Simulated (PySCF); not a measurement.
Species: 2,3-difluoropyrazine, C4H2F2N2.
Numbering: `[F:1][c:2]1[n:3][cH:4][cH:5][n:6][c:7]1[F:8]` (hydrogens: H9 on C4; H10 on C5)

Computed geometry: GFN2-xTB, gas phase.

(1) Give the optimised bond lengths and angles.

Answers

(1) 
```tsv
bond	length (pm)	order
F1–C2, C7–F8	132.9	single
C2–N3, N6–C7	131.0	aromatic
N3–C4, C5–N6	132.8	aromatic
C4–C5	138.5	aromatic
C2–C7	140.3	aromatic
C4–H9, C5–H10	108.0	single
```

Bonds in one row agree within 1 pm and their mean is given. Orders are formal, as drawn. A selection of angles:
```tsv
angle	degrees
F1–C2–N3	117.4
F1–C2–C7	121.5
N3–C2–C7	121.1
C2–N3–C4	117.8
N3–C4–C5	121.1
```

The 8 heavy atoms lie in one plane (0.000 Å rms). N3 (pyridine-type nitrogen) is bent (angle 117.8°). The 6-membered ring C2–N3–C4–C5–N6–C7 has internal angles of 117.8° to 121.1°; it is planar, 0.00 Å rms from its mean plane, widest ring torsion 0°.

Point group: C2v (tolerance 0.08 Å). No GFN2-xTB frequencies stand behind this structure, so it isn't proved a minimum.
